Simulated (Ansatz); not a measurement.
`[CH3][Ge]([F])([F])[C]#N` + CH₃SH → `C[S][Ge]([CH3])([F])[F]` + `C#N` at 298.15 K and 1 bar (ligand exchange at a Ge–C bond).

Computed with Ansatz on PBE0-D4/def2-TZVP structures; ΔE is electronic, products minus reactants. CBS: MP2 limit from def2 TZ/QZ plus the TZ coupled-cluster correction, frozen cores. This one scheme is used for every species. For Ge outer-core shells are correlated without core-valence functions, which leaves a few kJ/mol of doubt a bond. Scalar relativity is left out up to krypton. One conformer a species, not always the lowest.

```tsv
species	CCSD(T)/CBS energy (Eh)	H − E (kJ/mol)	S (J/(mol·K))
`[CH3][Ge]([F])([F])[C]#N`	-2408.38760	154.5	372.6
CH₃SH	-438.22835	133.0	253.2
`C[S][Ge]([CH3])([F])[F]`	-2753.31091	239.9	411.2
`C#N`	-93.32098	52.4	201.2
```

H − E and S are ideal-gas, rigid-rotor, harmonic terms from PBE0-D4/def2-TZVP, for one conformer and one mirror image of each species. 1 Eh = 2625.50 kJ/mol, R = 8.31446 J/(mol·K).

Task: By hand: ΔE, ΔH, ΔS and ΔG.

Result: ΔE = (-2753.31091) + (-93.32098) − (-2408.38760) − (-438.22835) = -0.01594 Eh = -41.9 kJ/mol. Δ(H − E) = 239.9 + 52.4 − 154.5 − 133.0 = 4.8, so ΔH = -37.1 kJ/mol. ΔS = 411.2 + 201.2 − 372.6 − 253.2 = -13.4 J/(mol·K). ΔG = -37.1 − 298.15 × (-13.4)/1000 = -33.1 kJ/mol.

Task: By hand: the equilibrium constant, and the temperature at which ΔG would vanish if ΔH and ΔS stayed fixed.

Result: log₁₀ K = −ΔG/(RT ln 10) = 5.8. ΔG = 0 at ΔH/ΔS = 2769 K, far beyond where these terms or the molecules hold.

The number of gas molecules stays the same, so ΔS is small and ΔH decides. A doubt of 5 kJ/mol in ΔE shifts log₁₀ K by 0.9 here. Other conformers and mirror images would add mixing entropy, several J/(mol·K) or more a flexible species. Modes under 60 cm⁻¹, often nearly free rotors, make the harmonic entropy too high. These are equilibria of isolated gas molecules and say nothing of rates. Largest T1 diagnostic: 0.014 (customary marks: 0.02 for closed shells, 0.045 for open ones).
